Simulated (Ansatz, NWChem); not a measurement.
**CH6O3Sn (SMILES C[Sn](O)(O)O): the zero-point energy at each level's own minimum, rung by rung**

The runs start from one conformer, not always the lowest.

CH6O3Sn, singlet, SMILES `C[Sn](O)(O)O`. Each level relaxes the structure for itself.

Quantity: the zero-point energy at each level's own minimum, in kJ/mol. The values are calculated.

```
                                                            level           kind  program  value (kJ/mol)
                                                        HF/STO-3G   Hartree–Fock   Ansatz           229.2
                                                         HF/3-21G   Hartree–Fock   Ansatz           207.9
                                    PBE/def2-SVP (core potential)            GGA   Ansatz           191.0
B3LYP-D3(BJ)/6-31G*/LANL2DZ (core potential, spherical functions)  global hybrid   NWChem           198.5
                               PBE0-D4/def2-TZVP (core potential)  global hybrid   Ansatz           198.7
```

All-electron rows without a relativistic Hamiltonian named are non-relativistic, while core potentials hold scalar relativity, so basis and relativity change together. Harmonic and unscaled. The values span 191.0 to 229.2 kJ/mol.
